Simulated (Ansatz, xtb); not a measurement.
## Isomers of C3H6BF3Si in order of energy

4 gas-phase structures of C3H6BF3Si, from a drawn sample of its isomers (lower ones may exist). Each was relaxed with GFN2-xTB; where two conformers were screened, the lower at r2SCAN-D4/def2-SVP is listed:

A. `C/C(=C/[SiH2]F)B(F)F`, a singlet
B. `FB(F)[C@@H]1CC[Si@@H]1F`, a singlet
C. `FB(F)[C@@H]1CC[Si@H]1F`, a singlet
D. `C=C(CB(F)F)[SiH2]F`, a singlet

Question: Which do you expect lowest at r2SCAN-D4/def2-SVP, and how would the others follow?

Answer: Calculated order at r2SCAN-D4/def2-SVP: B (0.0), C (0.6), A (34.2), D (52.6) kJ/mol. Less than 1 kcal/mol parts B and C, so the order within that pair means little.

Energies above the lowest of each column, in kJ/mol; the last columns are at B3LYP-D3(BJ)/def2-SVP geometries:

| structure | GFN2-xTB | HF/STO-3G | r2SCAN-D4/def2-SVP | B3LYP-D3(BJ)/def2-SVP | CCSD(T)/def2-SVP + ΔMP2/def2-TZVPP |
| --- | --- | --- | --- | --- | --- |
| B | 0.4 | 0.3 | 0.0 | 0.0 | 0.0 |
| C | 0.0 | 0.0 | 0.6 | 2.8 | 0.5 |
| A | 4.5 | 101.5 | 34.2 | 28.0 | 33.3 |
| D | 22.2 | 122.7 | 52.6 | 38.2 | 46.4 |

Every level run on B puts it lowest or level with the lowest. Flexible structures stand in one conformer each, not always the lowest. The ΔMP2 step shifts differences by up to 14.1 kJ/mol, which makes them less sure. ΔMP2 is the change of the MP2 energy from the smaller to the larger basis.

Over these structures GFN2-xTB departs from r2SCAN-D4/def2-SVP by 15.0 kJ/mol on average once a common shift is removed. A GFN2-xTB relaxation took about 0.15 s and the r2SCAN-D4/def2-SVP energy about 1.8 s on a shared host (Ansatz 0.2.0, xtb 6.7.1).
